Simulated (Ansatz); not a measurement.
Level of theory: frozen-core CCSD(T)/def2-TZVPP // PBE-D3(BJ)/def2-SVP (Ansatz, a first-principles code).

Ansatz 0.2 input:
```yaml
crystal:
  periodic: [false, false, false]
  atoms:
    - { symbol: Cd, position_ang: [0.000001, 0.0, 0.000001] }
    - { symbol: Br, position_ang: [2.296979, -0.138631, 0.748493] }
    - { symbol: Br, position_ang: [-2.29698, 0.138631, -0.748495] }
basis:
  gaussian: { orbitals: def2-TZVPP }
correlation:
  method: ccsd_t
```

Output:

```
Functional definition: HF
1046 factors; integrals over basis functions are off by at most 1.0e-3 eV
mean field evaluation 1: about -144540.6725 eV, gradient 1.9e1 eV
mean field evaluation 2: about -144540.9430 eV, gradient 1.9e1 eV
mean field evaluation 4: about -144542.1715 eV, gradient 1.6e0 eV
mean field evaluation 8: about -144542.1897 eV, gradient 2.2e-1 eV
mean field evaluation 16: about -144542.1899 eV, gradient 2.0e-6 eV
mean field -144542.18987738 eV, -5311.8275037785 hartree, gradient 2.0e-6 eV, S^2 0.000000; 0 other end points of the search recorded, 0 dependent functions left out
18 core orbitals not correlated
reference -144542.18987738 eV, -5311.8275037785 hartree; 27, 27 occupied and 107, 107 virtual orbitals, 1046 factors
second order -33.77247680 eV of doubles, -0.00000000 eV of singles
cycle   1  -32.42802989 eV  change     1.3e0 eV  update   1.1e-1
cycle   2  -33.11918039 eV  change   -6.9e-1 eV  update   2.9e-2
cycle   3  -33.22993815 eV  change   -1.1e-1 eV  update   1.9e-2
cycle   4  -33.17365504 eV  change    5.6e-2 eV  update   6.7e-3
cycle   5  -33.17355649 eV  change    9.9e-5 eV  update   2.5e-3
cycle   6  -33.17656162 eV  change   -3.0e-3 eV  update   5.9e-4
cycle   7  -33.17602063 eV  change    5.4e-4 eV  update   2.2e-4
cycle   8  -33.17600861 eV  change    1.2e-5 eV  update   6.8e-5
cycle   9  -33.17607368 eV  change   -6.5e-5 eV  update   2.1e-5
perturbative correction -1.02170692 eV, -0.0375470368 hartree
Total energy: -144576.38765798 eV, -5313.0842490354 hartree
```

Cost: very roughly 26 core-seconds.
